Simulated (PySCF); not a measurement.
Species: C4HF3N2.
Numbering: `[N:1]#[C:2][C:3]1=[N:4][C@@H:5]1[C:6]([F:7])([F:8])[F:9]`

Probes without a nucleus sit at each ring's centroid and 1 Å off its mean plane on both sides; NICS is minus the shielding there, NICSzz its component along the normal. Level: GIAO PBE0/pcSseg-1 (PySCF, non-relativistic, gas phase) on the GFN2-xTB geometry, one conformer.

Ring bond lengths (Å), with Mayer bond orders in brackets: C3–N4 1.260 (1.73), N4–C5 1.478 (0.94), C5–C3 1.469 (0.94).

Q: Give the NICS values of each ring in ppm.

A: 
| ring | type | NICS(0) | NICS(1), two faces | NICS(1)zz, two faces | rms pucker (Å) | centre to ring atoms, mean (Å) |
| --- | --- | --- | --- | --- | --- | --- |
| C3–N4–C5 | 3-membered ring with N; formal bonds 1 double, 2 single | -33.5 | -9.8 / -10.2 | -20.6 / -21.4 | 0.00 | 0.81 |

Q: What can be read from them?

A: 
- C3–N4–C5: mean NICS(1)zz -21.0 ppm, shielded. C5 has four or more neighbours, and the NICS criterion for π rings isn't applied. NICS(0) lies 24 ppm below the mean NICS(1).

Q: What is the mean of the two in-plane components of NICS at the first NICS(1) probe listed for ring C3–N4–C5, 1 Å off the ring?

A: The isotropic value is a third of the trace: (3 × -9.8 − (-20.6))/2 = -4.4 ppm.

Conformer computed: `[N:1]#[C:2][C:3]1=[N:4][C@@H:5]1[C:6]([F:7])([F:8])[F:9]`: N4–C5–C6–F7 -159°.
